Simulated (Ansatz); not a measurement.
Cost and result for the atomization energy of C3H7ClSi, SMILES `[SiH3]C1(Cl)CC1` (12 atoms, 12 bonds).

Z-matrix (Å, degrees):
```
Si
C 1 1.865
H 1 1.484 2 110.2
H 1 1.484 2 110.2 3 121.3
H 1 1.489 2 107.4 3 -119.3
Cl 2 1.771 1 112.1 3 -60.8
C 2 1.501 1 121.4 3 83.5
C 2 1.501 1 121.5 3 154.9
H 7 1.082 2 116.5 1 -141.3
H 7 1.084 2 117.8 1 1.2
H 8 1.084 2 117.8 1 -1.2
H 8 1.082 2 116.5 1 141.4
```

The species carries charge 0 and has multiplicity 1. All single points use the PBE0-D4/def2-TZVP geometry. Program: Ansatz. All runs use 4 threads of a server CPU on a shared host. Times are those of one run each, without the atoms' runs, and a repeat can differ threefold. Electronic energies, without spin–orbit coupling; frozen cores. CCSD(T)/CBS adds CCSD(T) − MP2 in def2-TZVPP to the MP2 limit, and its time is that of the two runs behind it. T1 = 0.010. B3LYP takes the VWN-RPA correlation (the form of Gaussian; ORCA's B3LYP/G). HSE06 is the plane-wave form, built on full-range PBE exchange.

CCSD(T)/CBS is a level of theory with its own doubt, some kJ/mol a heavy atom from the limit and from the frozen cores, so smaller differences don't rank the functionals.

```json
{"level": "LDA (SPW92)/def2-TZVPP", "functions": "275", "wall time": "1.6 s", "atomization (kJ/mol)": "4970.0", "difference from CCSD(T)/CBS": "611.3", "per bond": "50.9"}
{"level": "BLYP-D4/def2-TZVPP", "functions": "275", "wall time": "2.6 s", "atomization (kJ/mol)": "4322.5", "difference from CCSD(T)/CBS": "-36.2", "per bond": "-3.0"}
{"level": "PBE-D4/def2-TZVPP (with forces)", "functions": "275", "wall time": "3.1 s", "atomization (kJ/mol)": "4440.4", "difference from CCSD(T)/CBS": "81.7", "per bond": "6.8"}
{"level": "PBE0-D4/def2-TZVPP", "functions": "275", "wall time": "3.6 s", "atomization (kJ/mol)": "4392.5", "difference from CCSD(T)/CBS": "33.8", "per bond": "2.8"}
{"level": "BHLYP-D4/def2-TZVPP", "functions": "275", "wall time": "3.6 s", "atomization (kJ/mol)": "4257.5", "difference from CCSD(T)/CBS": "-101.2", "per bond": "-8.4"}
{"level": "HSE06-D4/def2-TZVPP", "functions": "275", "wall time": "3.9 s", "atomization (kJ/mol)": "4394.8", "difference from CCSD(T)/CBS": "36.1", "per bond": "3.0"}
{"level": "CCSD(T)/def2-SVP", "functions": "113", "wall time": "4.9 s", "atomization (kJ/mol)": "4152.1", "difference from CCSD(T)/CBS": "-206.6", "per bond": "-17.2"}
{"level": "B3LYP-D4/def2-TZVPP (with forces)", "functions": "275", "wall time": "6 s", "atomization (kJ/mol)": "4351.1", "difference from CCSD(T)/CBS": "-7.6", "per bond": "-0.6"}
{"level": "B2PLYP/def2-TZVPP", "functions": "275", "wall time": "6 s", "atomization (kJ/mol)": "4305.5", "difference from CCSD(T)/CBS": "-53.2", "per bond": "-4.4"}
{"level": "ωB97X-V/def2-TZVPP", "functions": "275", "wall time": "8.5 s", "atomization (kJ/mol)": "4385.8", "difference from CCSD(T)/CBS": "27.1", "per bond": "2.3"}
{"level": "MP2/def2-QZVPP", "functions": "521", "wall time": "28 s", "atomization (kJ/mol)": "4377.1", "difference from CCSD(T)/CBS": "18.4", "per bond": "1.5"}
{"level": "CCSD(T)/def2-TZVPP", "functions": "275", "wall time": "2.9 min", "atomization (kJ/mol)": "4253.4", "difference from CCSD(T)/CBS": "-105.3", "per bond": "-8.8"}
{"level": "CCSD(T)/CBS(def2)", "functions": "–", "wall time": "3.4 min", "atomization (kJ/mol)": "4358.7", "difference from CCSD(T)/CBS": "0.0", "per bond": "0.0"}
```

From PBE to PBE0 (25 % exact exchange), in def2-TZVPP and without D4, the atomization energy moves by −43.5 kJ/mol: exact exchange takes away binding that semilocal exchange gives to molecules. At CCSD(T), def2-SVP lies −206.6 kJ/mol from the extrapolated value and def2-TZVPP −105.3 kJ/mol: correlation converges slowly with the basis, and small sets miss more of it in the bonded molecule than in its fragments. In def2-TZVPP, CCSD(T) changes the Hartree–Fock value by +1011.8 kJ/mol (the triples alone add +62.0 kJ/mol) and MP2 by +1073.3 kJ/mol; breaking electron pairs costs correlation energy, which Hartree–Fock lacks.
